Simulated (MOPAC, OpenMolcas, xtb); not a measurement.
SiPH2OF (SMILES F[SiH]1OP1): the dipole moment, rung by rung

SiPH2OF: 6 atoms, total charge 0, spin state singlet. As SMILES, `F[SiH]1OP1`. The coordinates come from a GFN2-xTB relaxation.

Each level gives the dipole moment (D). The values are calculated.

```tsv
level	kind	program	value (D)	CPU time
AM1	semi-empirical	MOPAC	3.39	under 2 s
PM6	semi-empirical	MOPAC	2.46	under 2 s
PM7	semi-empirical	MOPAC	1.38	under 2 s
GFN0-xTB	semi-empirical	xtb	2.76	under 2 s
HF/STO-3G	Hartree–Fock	OpenMolcas	1.98	3.5 s
HF/3-21G	Hartree–Fock	OpenMolcas	2.81	4 s
HF/def2-SVP	Hartree–Fock	OpenMolcas	2.29	8.4 s
HF/def2-TZVP	Hartree–Fock	OpenMolcas	1.98	81 s
PBE/STO-3G	GGA	OpenMolcas	1.45	14 s
r2SCAN/def2-TZVP	meta-GGA	OpenMolcas	1.50	3.2 min
```

The values span 1.38 to 3.39 D. Sets without polarisation functions give poor dipoles. Times are those of the runs behind each value, whatever else they computed, on shared processors of several kinds: orders of magnitude only.
